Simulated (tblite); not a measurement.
Compound: C5H8NO (doublet state).
Geometry (GFN2-xTB, Å), atoms numbered from 1 in this order:
```xyz
15
C5H8NO angstrom
C     -1.040    0.742   -2.005
C     -0.909   -0.025   -0.863
C     -1.832   -0.984   -0.506
N      0.228    0.226   -0.074
C      0.625   -0.361    1.091
C      1.929    0.225    1.603
O      0.029   -1.241    1.665
H     -0.315    1.489   -2.274
H     -1.881    0.609   -2.657
H     -2.689   -1.150   -1.131
H     -1.716   -1.572    0.382
H      0.828    0.951   -0.440
H      2.721    0.075    0.872
H      1.817    1.292    1.786
H      2.202   -0.269    2.530
```

Method: GFN2-xTB as coded in tblite; computed harmonic values from a numerical Hessian at the method's own geometry, unscaled. Errors from tens to a few hundred cm⁻¹ against measured bands are possible. One conformer, not necessarily the lowest. Open shells enter through the occupations alone, without spin polarisation, and single modes of such species can be off by tens of per cent.

Harmonic wavenumbers (cm⁻¹): 48.3, 100.9, 115.8, 207.6, 361.5, 390.4, 455.3, 475.0, 509.3, 534.2, 586.6, 604.9, 650.9, 711.2, 756.9, 880.8, 946.5, 984.2, 999.4, 1017.4, 1040.6, 1216.2, 1316.9, 1349.6, 1371.4, 1423.7, 1457.9, 1468.8, 1472.9, 1475.3, 1759.3, 3024.7, 3026.9, 3070.1, 3121.6, 3137.9, 3176.3, 3196.9, 3432.9.

A = 5455, B = 1847, C = 1392 MHz; mass 98.061 u (most abundant isotopes); point group Cs, symmetry number 1; spin multiplicity 2.

Zero-point energy?

½Σν̃ = 25939 cm⁻¹ = 74.16 kcal/mol.

Give the ideal-gas entropy at 298.15 K and 1 bar in the rigid-rotor, harmonic-oscillator model (classical rotation).

Translation 39.69, rotation 27.53, vibration 21.02, spin (R ln 2) 1.38: S = 89.6 cal/(mol K).

And Cp and H(298.15 K) − H(0)?

Cp = 31.75 cal/(mol K), of which vibrations give 23.80 (their classical limit is 39 R = 77.5); H(298.15 K) − H(0) = 5.75 kcal/mol without the zero-point energy, 3.38 from vibrations.

Blend soft modes into free rotors: weight 1/[1 + (100 cm⁻¹/ν̃)⁴] for the oscillator and the rest for a rotor with moment μB/(μ + B), μ = h/(8π²ν), B = 10⁻⁴⁴ kg m². What vibrational entropy results?

19.34 cal/(mol K) in place of 21.02, which changes −T·S at 298.15 K by +0.50 kcal/mol.

Which modes carry the vibrational entropy at 298.15 K?

48.3 cm⁻¹: 4.89; 100.9 cm⁻¹: 3.44; 115.8 cm⁻¹: 3.17; 207.6 cm⁻¹: 2.06; 361.5 cm⁻¹: 1.12; 390.4 cm⁻¹: 1.00 cal/(mol K); the other 33 give 5.35 together.

How do the functions run with temperature in this model?

```csv
T (K),S (cal/(mol K)),Cp (cal/(mol K)),H − H(0) (kcal/mol),G − H(0) (kcal/mol),ln q(vib)
50,56.7,11.7,0.47,-2.36,0.38
100,65.9,15.1,1.15,-5.44,1.23
373.15,97.4,37.6,8.36,-27.98,6.32
500,109.6,45.9,13.68,-41.12,8.80
750,130.5,57.1,26.66,-71.21,13.57
1000,148.0,64.4,41.91,-106.08,18.02
```

q(vib) and H(0) count from the zero-point level.

Hindered rotation and anharmonicity are outside this model. Other conformers, if any are populated, would add a mixing term that is left out.

On one thread of an Arm Neoverse V2, shared host with 96 logical CPUs at a one-minute load of 33, this took 0.28 s of wall time. This covers the Hessian and the dipole derivatives.
